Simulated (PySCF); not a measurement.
Structure problem from calculated spectra and properties.

Formula: C8H18BN.

- 1H NMR: chemical shifts (computed TMS as zero) by class: 2.37 (2 H), 2.32 (3 H), 1.41 (2 H), 0.94 (3 H), 0.92 (2 H), 0.87 (6 H) ppm [GIAO KT2/pcSseg-1]
- Rotational structure: rotational constants A, B, C: 1.331, 0.872, 0.627 GHz [PBE0-D3(BJ)/def2-SVP]
- Dipole: 6.59 D [KT2/pcSseg-1]
- 13C NMR: chemical shifts (computed TMS as zero) by class: 106.0 (1 C), 49.4 (1 C), 31.3 (2 C), 28.9 (1 C), 23.8 (1 C), 18.0 (1 C), 2.8 (1 C) ppm [GIAO KT2/pcSseg-1]
- NMR, other nuclei: isotropic shieldings of nuclei other than C and H, by class: 125 (1 B), 40 (1 N) ppm [GIAO KT2/pcSseg-1]

The electronic properties come from PySCF, for the isolated species, density fitting. Levels stand in brackets. Geometry: PBE0-D3(BJ)/def2-SVP, one conformer, isolated molecule. NMR classes are plain means over equivalent atoms (diastereotopic ones count apart unless rotation or inversion swaps them), as if these changed places fast.

Task: What is the compound? Reason from the data.

Result: Numbering: `[CH3:1][C:2]#[N+:3][BH2-:4][C:5]([CH3:6])([CH3:7])[CH2:8][CH2:9][CH3:10]`. 8 carbons fall into 7 classes; from least to most shielded: triply bonded carbon [C2] (106.0 ppm), chain CH2 carbon [C8] (49.4 ppm), methyl carbon [C6/C7] (31.3 ppm, 2 C, up to 5.2 ppm apart in this geometry), sp3 carbon bound to boron [C5] (28.9 ppm), chain CH2 carbon [C9] (23.8 ppm), methyl carbon [C10] (18.0 ppm), methyl carbon [C1] (2.8 ppm). Hydrogen classes from least to most shielded: 2 H on a four-coordinate boron, B4 (2.37 ppm), 3 H on a methyl carbon, C1 (2.32 ppm), 2 H on a chain CH2 carbon, C9 (1.41 ppm), 3 H on a methyl carbon, C10 (0.94 ppm, a mean of values up to 0.6 ppm apart in this geometry), 2 H on a chain CH2 carbon, C8 (0.92 ppm), 6 H on 2 methyl carbons, C6/C7 (0.87 ppm, a mean of values up to 0.9 ppm apart in this geometry). The other shieldings belong to: 125 ppm, four-coordinate boron [B4]; 40 ppm, nitrogen bonded to B and C [N3]. The optimised geometry has point group C1 and is an asymmetric top. Structure: `CC#[N+][BH2-]C(C)(C)CCC`. Computed isomers that give other values at the same levels: `C=CCC[N@+]1(C)[BH2-]CCC1` (rotational constant A: 3.030 GHz; this holds for the one conformer computed); `C[N+]1(C)[BH2-][C@@H](C2CC2)CC1` (rotational constant A: 2.872 GHz; this holds for the one conformer computed); `C=CC[C@@H]1C[BH2-][N+](C)(C)C1` (rotational constant A: 2.461 GHz; this holds for the one conformer computed). The assignments are read from this structure; whether some other isomer fits the data as well wasn't checked.

The values belong to the conformer `[CH3:1][C:2]#[N+:3][BH2-:4][C:5]([CH3:6])([CH3:7])[CH2:8][CH2:9][CH3:10]`: N3–B4–C5–C6 -67°, B4–C5–C8–C9 57°, C5–C8–C9–C10 180°.
